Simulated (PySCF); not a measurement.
B(AsH2)(H)(Me) (CH6AsB), SMILES CB[AsH2].

Coordinates come from a r2SCAN-D4/def2-SVP optimisation.

The numbers are results of TDA-LC-ωPBE/def2-SVPD (PySCF), not measurements.

Vertical excitations. The molecule is in vacuum.

Computed excitation energies, oscillator strengths and character:
| state | energy (eV) | λ (nm) | f | main pairs |
|---|---|---|---|---|
| S1 | 4.93 | 252 | 0.055 | HOMO→LUMO 79 %, HOMO−1→LUMO 16 % |
| S2 | 6.34 | 196 | 0.031 | HOMO−2→LUMO 48 %, HOMO−1→LUMO 33 % |
| S3 | 6.59 | 188 | 0.065 | HOMO−1→LUMO 44 %, HOMO−2→LUMO 36 %, HOMO→LUMO 9 % |
| S4 | 6.74 | 184 | 0.046 | HOMO→LUMO+2 40 %, HOMO→LUMO+1 26 %, HOMO→LUMO+3 20 % |
| S5 | 6.94 | 179 | 0.109 | HOMO→LUMO+1 43 %, HOMO→LUMO+2 41 %, HOMO→LUMO+5 7 % |
| S6 | 7.82 | 159 | 0.280 | HOMO→LUMO+5 54 %, HOMO→LUMO+3 25 % |
| S7 | 8.36 | 148 | 0.025 | HOMO→LUMO+3 33 %, HOMO→LUMO+1 20 %, HOMO−1→LUMO+1 16 %, HOMO→LUMO+5 10 % |
| S8 | 8.55 | 145 | 0.002 | HOMO−3→LUMO 62 %, HOMO−1→LUMO+2 13 % |
| S9 | 8.84 | 140 | 0.054 | HOMO−1→LUMO+1 49 %, HOMO−3→LUMO 12 %, HOMO−1→LUMO+3 9 % |
| S10 | 8.98 | 138 | 0.019 | HOMO→LUMO+4 61 %, HOMO→LUMO+5 12 % |
| T1 | 3.86 | 321 | 0 | HOMO→LUMO 89 % |
| T2 | 5.49 | 226 | 0 | HOMO−1→LUMO 61 %, HOMO−2→LUMO 21 % |
| T3 | 5.75 | 216 | 0 | HOMO→LUMO+2 54 %, HOMO→LUMO+3 16 % |
| T4 | 5.79 | 214 | 0 | HOMO−2→LUMO 56 %, HOMO−1→LUMO 19 % |
Triplets are in the Tamm–Dancoff approximation.
